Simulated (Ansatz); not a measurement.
`C=C=C(O)[SiH2]O` + `CO[SiH2]N` → `CO[SiH2]N[SiH2]O` + `C=C=CO`  (ligand exchange at the Si–C bond)

Computed with Ansatz on PBE0-D4/def2-TZVP structures; ΔE is electronic, products minus reactants. CBS: MP2 limit from def2 TZ/QZ plus the TZ coupled-cluster correction, frozen cores. This one scheme is used for every species. DFT in def2-TZVPP. B3LYP here is the variant with VWN-RPA as its local correlation; programs differ in this. One conformer a species, not always the lowest.

`C=C=C(O)[SiH2]O`:

```xyz
12

C     0.117    2.037   -1.416
C     0.164    0.835   -0.916
C     0.196   -0.346   -0.360
O     0.394   -1.531   -1.033
Si   -0.006   -0.536    1.492
O    -1.268   -1.524    1.864
H     1.009    2.651   -1.506
H    -0.817    2.471   -1.763
H     0.497   -1.346   -1.973
H     1.267   -1.086    2.033
H    -0.308    0.789    2.070
H    -1.245   -2.414    1.509
```

`CO[SiH2]N`:

Z-matrix (Å, degrees):
```
C
O 1 1.406
H 1 1.096 2 111.5
H 1 1.097 2 111.6 3 121.4
H 1 1.092 2 108.5 3 -119.3
Si 2 1.645 1 122.7 3 -65.4
N 6 1.706 2 116.5 1 62.3
H 6 1.489 2 109.1 1 -56.3
H 6 1.479 2 103.1 1 -177.3
H 7 1.005 6 122.3 2 -93.4
H 7 1.006 6 123.2 2 68.6
```

`CO[SiH2]N[SiH2]O`:

Cartesian coordinates in Å:
```
C 1.730 0.722 -1.141
O 1.509 -0.200 -0.095
Si 0.325 -1.350 -0.189
N -1.237 -0.637 -0.134
Si -1.762 0.427 1.124
O -0.447 0.799 2.030
H 2.566 1.365 -0.861
H 1.984 0.210 -2.075
H 0.849 1.350 -1.317
H 0.593 -2.211 0.982
H 0.426 -2.089 -1.476
H -1.799 -0.695 -0.970
H -2.400 1.613 0.487
H -2.732 -0.184 2.064
H 0.394 0.879 1.569
```

`C=C=CO`:

Cartesian coordinates in Å:
```
C -1.034 -0.226 -1.133
C -0.299 0.111 -0.113
C 0.430 0.456 0.913
O 1.635 -0.073 1.266
H -0.927 0.261 -2.100
H -1.788 -1.006 -1.061
H 0.113 1.234 1.598
H 1.870 -0.756 0.630
```

```
             level  ΔE (kcal/mol)  difference from CCSD(T)/CBS
           PBE0-D4          -14.4                          0.8
          B3LYP-D4          -15.0                          0.2
           ωB97X-V          -15.1                          0.1
           ωB97M-V          -15.3                         -0.1
               PBE          -12.4                          2.8
            r2SCAN          -14.6                          0.6
              PBE0          -13.5                          1.7
             B3LYP          -13.5                          1.7
     HF/def2-TZVPP          -15.7                         -0.5
SCS-MP2/def2-TZVPP          -15.2                          0.0
CCSD(T)/def2-TZVPP          -15.5                         -0.3
     HF/def2-QZVPP          -15.7                         -0.5
    MP2/def2-QZVPP          -14.9                          0.3
      HF/CBS(def2)          -15.7                         -0.5
     MP2/CBS(def2)          -14.8                          0.4
    CCSD/CBS(def2)          -15.3                         -0.1
       CCSD(T)/CBS          -15.2                            0
```

Largest T1 diagnostic among the species: 0.013.

The D4 term adds −1.5 kcal/mol with B3LYP and −0.8 kcal/mol with PBE0; it sums over pairs of atoms, weighted by their polarisabilities, and B3LYP, whose exchange is more repulsive, gets the larger term. From PBE to PBE0 (25 % exact exchange), in def2-TZVPP and without D4, ΔE moves by −1.1 kcal/mol.
